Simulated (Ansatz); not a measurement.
Reaction (formal exchange of groups at the Si–F bond): `O[Si](O)(F)Cl` + `F[SiH](Cl)I` → `O[Si](O)(Cl)[SiH](F)Cl` + `FI`

Isolated molecules relaxed with PBE0-D4/def2-TZVP in Ansatz; ΔE leaves out vibrations. CBS: MP2 limit from def2 TZ/QZ plus the TZ coupled-cluster correction, frozen cores. This one scheme is used for every species. Functionals use def2-TZVPP. B3LYP here is the variant with VWN-RPA as its local correlation; programs differ in this. Elements past krypton have def2 core potentials. For I outer-core shells are correlated without core-valence functions, which leaves a few kJ/mol of doubt a bond. Each species was taken in one conformer, which may not be the lowest.

| level | ΔE (kJ/mol) |
| --- | --- |
| PBE | 371.3 |
| B3LYP | 388.5 |

Task: What does CCSD(T)/CBS give? (An estimate is asked.)

Result: Ansatz gave: +409.9 kJ/mol. The listed levels differ from it by -38.6, -21.4 kJ/mol.

Largest T1 diagnostic among the species: 0.012.

The D4 term adds −4.7 kJ/mol with B3LYP and −3.4 kJ/mol with PBE0; it sums over pairs of atoms, weighted by their polarisabilities, and B3LYP, whose exchange is more repulsive, gets the larger term. From PBE to PBE0 (25 % exact exchange), in def2-TZVPP and without D4, ΔE moves by +26.9 kJ/mol.
